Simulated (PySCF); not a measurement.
## Ionisation energy of Yb⁴⁷⁺ by level of theory

Yb⁴⁷⁺ [Ar] 3d5 [3d3/2^4 3d5/2^1, M_J = 5/2] → Yb⁴⁸⁺ [Ar] 3d4 [3d3/2^4, M_J = 0], as a difference of total energies. Computed with PySCF 2.14 in an even-tempered Gaussian basis (15 s from 12 bohr⁻², ratio 2.8; 12 p from 15 bohr⁻², ratio 2.8; 8 d from 15 bohr⁻², ratio 2.8; 3 f from 51 bohr⁻², ratio 3), with the two-component X2C-1e Hamiltonian. Correlated levels: [Ne] frozen; the 72 highest virtual spinors dropped. "Screened" scales the spin-orbit matrix elements by Boettger's factors to mimic the two-electron term; Breit and QED terms are absent.

```csv
method,ionisation energy (eV)
GHF (spin-free),4095.8
GMP2 (spin-free),4095.8
GHF (screened spin-orbit),4052.8
GMP2 (screened spin-orbit),4052.5
```

Breit and QED terms and the two-electron picture change are absent.

The spin-free rows relax to the high-spin LS determinant and lack the spin-orbit shift.

The labels give the starting determinants; with spin-orbit coupling the two ends relaxed to ⟨J²⟩ = 8.75, ⟨L²⟩ = 5.79, ⟨S²⟩ = 3.01 and ⟨J²⟩ = 0.00, ⟨L²⟩ = 2.45, ⟨S²⟩ = 2.45.

For comparison: 4051 ± 4 eV (theoretical estimate listed by NIST; NIST Atomic Spectra Database, ionization energies).
